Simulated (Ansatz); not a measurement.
AlH5InNO, SMILES `[NH2][InH][AlH][OH]`. Total charge 0; spin multiplicity 1. In takes the def2 core potential. The geometry is a stationary point of PBE0-D4/def2-TZVP. It is one conformer, not always the lowest.

```xyz
9

N     1.011   -1.997    0.938
In   -0.396   -1.055   -0.162
Al   -0.163    1.587   -0.290
O    -1.346    2.377   -1.223
H     1.765   -1.539    1.422
H     1.049   -2.994    1.075
H    -1.510   -2.196   -0.824
H     0.952    2.491    0.405
H    -1.362    3.327   -1.340
```

(1) What is the dipole moment at B3LYP/def2-TZVPP? (Estimate.)

(2) And with PBE, r2SCAN, ωB97M-V? (An estimate is asked.)

(3) Give the Mulliken charges with B3LYP, r2SCAN, PBE in def2-TZVPP. (An estimate is asked.)

Results:

(1) The calculation gave: 1.51 D, with components (0.82, 1.19, 0.45) D in this frame, pointing from negative to positive charge.

(2) The calculation gave: PBE 1.42 D, r2SCAN 1.49 D, ωB97M-V 1.53 D.

(3) Ansatz gave: 
```
atom  B3LYP  r2SCAN    PBE
  N1  -0.52   -0.57  -0.50
 In2   0.34    0.28   0.28
 Al3   0.43    0.52   0.37
  O4  -0.40   -0.43  -0.36
  H5   0.14    0.16   0.15
  H6   0.14    0.16   0.15
  H7  -0.16   -0.15  -0.14
  H8  -0.14   -0.16  -0.12
  H9   0.17    0.19   0.17
```

B3LYP here is the variant with VWN-RPA as its local correlation; programs differ in this.
